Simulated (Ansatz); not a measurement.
The inner images of a band of AlFH$_{5}$NO$_{2}$ (10 atoms, charge 0, multiplicity 1) are given out of order.

Level of theory: Ansatz 0.2.0, RKS BLYP-D4/def2-SVP.

Image 0:

```xyz
10
Properties=species:S:1:pos:R:3
Al -0.187 0.115 0.441
O -0.534 -0.417 2.062
H -0.230 -1.277 2.390
F 1.310 -0.375 -0.195
O -1.474 0.388 -0.698
H -1.922 -0.346 -1.145
N 0.082 2.086 0.831
H 1.017 2.442 0.586
H -0.622 2.622 0.302
H -0.070 2.241 1.839
```

Image 6:

```xyz
10
Properties=species:S:1:pos:R:3
Al -0.028 0.401 0.109
O -0.094 -0.059 2.046
H -0.986 -0.369 2.311
F 1.340 -0.340 -0.544
O -1.616 -0.052 -0.403
H -1.774 -0.643 -1.157
N 0.142 2.137 0.736
H 1.048 2.617 0.674
H -0.585 2.822 0.500
H -0.080 0.964 2.141
```

Problem. Put them in order from the first end to the last, with their energies above the first end.
A.
```xyz
10
Properties=species:S:1:pos:R:3
Al -0.090 0.162 0.231
O -0.108 -0.143 2.002
H -0.922 -0.450 2.434
F 1.321 -0.323 -0.560
O -1.631 -0.011 -0.529
H -1.763 -0.583 -1.301
N 0.131 2.053 0.864
H 1.037 2.535 0.788
H -0.623 2.729 0.684
H 0.017 1.509 1.801
```
B.
```xyz
10
Properties=species:S:1:pos:R:3
Al -0.062 0.308 0.131
O -0.091 -0.013 2.029
H -0.919 -0.329 2.440
F 1.324 -0.362 -0.556
O -1.630 -0.042 -0.494
H -1.767 -0.602 -1.275
N 0.132 2.074 0.813
H 1.035 2.559 0.750
H -0.608 2.762 0.628
H -0.045 1.124 1.947
```
C.
```xyz
10
Properties=species:S:1:pos:R:3
Al -0.120 0.118 0.319
O -0.159 -0.262 2.032
H -0.893 -0.761 2.421
F 1.311 -0.265 -0.505
O -1.616 0.040 -0.550
H -1.721 -0.517 -1.338
N 0.124 2.067 0.861
H 1.028 2.525 0.690
H -0.635 2.718 0.618
H 0.050 1.817 1.865
```
D.
```xyz
10
Properties=species:S:1:pos:R:3
Al -0.165 0.113 0.405
O -0.261 -0.285 2.100
H -0.759 -1.053 2.418
F 1.273 -0.273 -0.411
O -1.623 0.104 -0.536
H -1.698 -0.408 -1.356
N 0.122 2.073 0.851
H 1.028 2.464 0.559
H -0.629 2.685 0.501
H 0.081 2.059 1.883
```
E.
```xyz
10
Properties=species:S:1:pos:R:3
Al -0.195 0.114 0.463
O -0.362 -0.334 2.136
H -0.474 -1.258 2.409
F 1.249 -0.335 -0.312
O -1.591 0.262 -0.564
H -1.725 -0.329 -1.322
N 0.089 2.080 0.845
H 1.012 2.416 0.536
H -0.638 2.628 0.361
H 0.005 2.235 1.861
```

Solution. E (0.00 eV), D (+0.02 eV), C (+0.10 eV), A (+0.34 eV), B (+0.87 eV).

The run took 84 s on 2 threads of Intel(R) Xeon(R) 6975P-C (Granite Rapids) (shared host), peak memory 0.16 GiB.
